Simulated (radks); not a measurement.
All-electron atom: Pb81+ in 1s1.

Method: non-relativistic Kohn-Sham, LDA (Slater exchange, Perdew-Wang correlation), spin-unpolarised, spherical densities, point nucleus; relativity is left out, which matters for an element this heavy; without spin polarisation the odd electron is poorly described; computed with a radial shooting solver on a logarithmic mesh with Libxc functionals.

Energy parts (eV):
total: -91266.52
kinetic: 91263.07
electron-nucleus: -182747.59
Hartree: 696.29
exchange-correlation: -478.30

Orbitals (lengths in bohr, moments of r in powers of bohr; r(max) is where P^2 peaks; r(90%) holds 90 % of the orbital's charge):
orbital	occ.	eigenvalue (eV)	r(max)	<r^2>	r(90%)
1s	1	-90728.51	0.01221	0.0004477	0.0325

The highest occupied level is 1s at -90729 eV. Virial ratio -V/T = 2.00004. For comparison, the ionisation energy in NIST's Atomic Spectra Database is 101336.7 eV (theoretical). In exact Kohn-Sham theory the highest level is minus the ionisation energy, but local and semilocal functionals leave it too shallow, through self-interaction and a potential that decays too fast; potentials with the right tail come closer. The electron density at the nucleus is 1.751e+05 e/bohr^3. Summed over all electrons, <r^2> = 0.0004477 bohr^2, which gives a Langevin (diamagnetic) susceptibility term of -0.000355 x 10^-6 cm^3/mol. The density falls to 0.001 e/bohr^3 at r = 0.12 bohr.
